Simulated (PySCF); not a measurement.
C4, SMILES [C-]12[C][C+]2[C]1 (connectivity only; charge and spin as stated), neutral, multiplicity 1. Geometry optimised at B3LYP-D3(BJ)/def2-TZVP.

TDA-PBE/def2-SVPD (PySCF) puts the lowest singlet excitations at 1.55, 1.62, 3.03, 3.81, 4.64, 5.00 eV.

### Question
What are the lowest excitation roots from ADC(2)/aug-cc-pVDZ in PySCF 2.14.0? (Estimate from the structure and the level; the computed values follow.)

### Answer
2.20, 2.28, 4.58, 4.60, 5.28, 5.79 eV. S1 differs by 0.64 eV (second minus first; roots are paired by order, and the bases may differ).
